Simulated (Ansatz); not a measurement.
ClH3SeSi, SMILES `Cl[SiH2][SeH]` at its PBE0-D4/def2-TZVP geometry, where that method's forces vanish. Charge 0, multiplicity 1.

```xyz
6

Cl   -0.5741   -0.8240   -2.1236
Si    0.1162   -0.4293   -0.2362
Se   -0.6937    1.6200    0.3114
H    -0.3873   -1.4793    0.6782
H     1.5964   -0.4459   -0.2661
H    -0.0573    1.5585    1.6363
```

**Question.** What forces (eV/Å) does PBE-D4/def2-TZVPP give on these atoms in the Gaussian-basis code of Ansatz? (An estimate is asked.)

**Answer.** Computed: 
```
Cl1 -0.095 -0.055 -0.261
Si2  0.059 -0.017  0.106
Se3 -0.208  0.240 -0.184
H4  -0.053 -0.136  0.108
H5   0.181 -0.014 -0.003
H6   0.116 -0.017  0.235
```
